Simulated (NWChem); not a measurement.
System: C3H6OSi; SMILES C1=C[Si@@H](O1)C

```xyz
11

C      0.0113    -2.0016    -0.5097
Si     0.0683    -0.4053     0.4666
C      1.0950     1.0320    -0.0753
C     -0.0973     1.6073    -0.3375
O     -1.1449     0.7413    -0.0401
H      0.8617    -2.6459    -0.2541
H      0.0443    -1.8014    -1.5855
H     -0.9058    -2.5611    -0.2899
H     -0.0429    -0.6840     1.9237
H      2.0833     1.4483    -0.2000
H     -0.3817     2.5864    -0.7226
```
Atoms are numbered in this order, from 1.

Structure relaxed at the B3LYP/6-31G* (spherical d) level.

Problem. Give the principal values of the shielding tensors (ppm) of C1, Si2, C3, C4, O5 from PBE0/pcSseg-1, GIAO (NWChem), with their diamagnetic and paramagnetic parts as GIAO splits them.

Solution. 
```csv
atom,σ11,σ22,σ33,isotropic,diamagnetic,paramagnetic
C1,174.6,184.7,190.5,183.3,255.5,-72.2
Si2,242.8,314.4,376.0,311.1,879.8,-568.7
C3,-20.1,103.6,155.0,79.5,252.6,-173.1
C4,-109.4,41.9,88.6,7.0,254.3,-247.3
O5,71.6,190.3,278.0,180.0,392.3,-212.3
```
